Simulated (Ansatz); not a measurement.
`CO[SiH2]C` + `S[SiH2]Cl` → `CO[SiH2]S[SiH2]Cl` + CH₄  (ligand exchange at the Si–C bond)

Calculated with Ansatz (gas phase, PBE0-D4/def2-TZVP geometries, no zero-point term in ΔE). CCSD(T)/CBS is the MP2 limit (def2-TZVPP, def2-QZVPP) plus CCSD(T) − MP2 in def2-TZVPP, frozen cores. This one scheme is used for every species. Functionals use def2-TZVPP. B3LYP here is the variant with VWN-RPA as its local correlation; programs differ in this. Each species was taken in one conformer, which may not be the lowest.

```tsv
level	ΔE (kcal/mol)	difference from CCSD(T)/CBS
PBE-D4	-18.8	-0.4
r2SCAN-D4	-18.7	-0.3
PBE0-D4	-18.8	-0.4
B3LYP-D4	-19.0	-0.6
ωB97X-V	-17.8	0.6
ωB97M-V	-18.0	0.4
B2PLYP	-16.9	1.5
PBE	-16.5	1.9
r2SCAN	-18.1	0.3
PBE0	-16.7	1.7
B3LYP	-15.3	3.1
HF/def2-TZVPP	-15.1	3.3
MP2/def2-TZVPP	-19.3	-0.9
SCS-MP2/def2-TZVPP	-18.1	0.3
CCSD/def2-TZVPP	-16.8	1.6
CCSD(T)/def2-TZVPP	-17.7	0.7
HF/def2-QZVPP	-15.0	3.4
MP2/def2-QZVPP	-19.7	-1.3
SCS-MP2/def2-QZVPP	-18.4	0.0
HF/CBS(def2)	-15.0	3.4
MP2/CBS(def2)	-20.1	-1.7
CCSD/CBS(def2)	-17.5	0.9
CCSD(T)/CBS	-18.4	0
```

Largest T1 diagnostic among the species: 0.011.

In def2-TZVPP, CCSD(T) changes the Hartree–Fock value by −2.5 kcal/mol (the triples alone add −0.9 kcal/mol) and MP2 by −4.2 kcal/mol. The D4 term adds −3.7 kcal/mol with B3LYP and −2.2 kcal/mol with PBE0; it sums over pairs of atoms, weighted by their polarisabilities, and B3LYP, whose exchange is more repulsive, gets the larger term.
